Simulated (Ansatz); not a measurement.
`C=C(C)[SiH2][SiH3]` + `BNC` → `BN(C)[SiH2][SiH3]` + `C=CC` at 298.15 K and 1 bar (ligand exchange at the Si–C bond).

Gas-phase electronic energies from Ansatz, PBE0-D4/def2-TZVP geometries. CBS: MP2 limit from def2 TZ/QZ plus the TZ coupled-cluster correction, frozen cores. Each species was taken in one conformer, which may not be the lowest.

```csv
species,CCSD(T)/CBS energy (Eh),H − E (kJ/mol),S (J/(mol·K))
`C=C(C)[SiH2][SiH3]`,-698.30589,319.6,382.3
`BNC`,-121.18426,215.2,268.0
`BN(C)[SiH2][SiH3]`,-701.75815,310.8,376.3
`C=CC`,-117.74610,222.5,264.5
```

H − E and S are ideal-gas, rigid-rotor, harmonic terms from PBE0-D4/def2-TZVP, for one conformer and one mirror image of each species. 1 Eh = 2625.50 kJ/mol, R = 8.31446 J/(mol·K).

Q: By hand: ΔE, ΔH, ΔS and ΔG.

A: ΔE = (-701.75815) + (-117.74610) − (-698.30589) − (-121.18426) = -0.01410 Eh = -37.0 kJ/mol. Δ(H − E) = 310.8 + 222.5 − 319.6 − 215.2 = -1.5, so ΔH = -38.5 kJ/mol. ΔS = 376.3 + 264.5 − 382.3 − 268.0 = -9.5 J/(mol·K). ΔG = -38.5 − 298.15 × (-9.5)/1000 = -35.7 kJ/mol.

Q: By hand: the equilibrium constant, and the temperature at which ΔG would vanish if ΔH and ΔS stayed fixed.

A: log₁₀ K = −ΔG/(RT ln 10) = 6.3. ΔG = 0 at ΔH/ΔS = 4053 K, far beyond where these terms or the molecules hold.

The number of gas molecules stays the same, so ΔS is small and ΔH decides. A doubt of 5 kJ/mol in ΔE shifts log₁₀ K by 0.9 here. Other conformers and mirror images would add mixing entropy, several J/(mol·K) or more a flexible species. Modes under 60 cm⁻¹, often nearly free rotors, make the harmonic entropy too high. These are equilibria of isolated gas molecules and say nothing of rates. Largest T1 diagnostic: 0.013 (customary marks: 0.02 for closed shells, 0.045 for open ones).
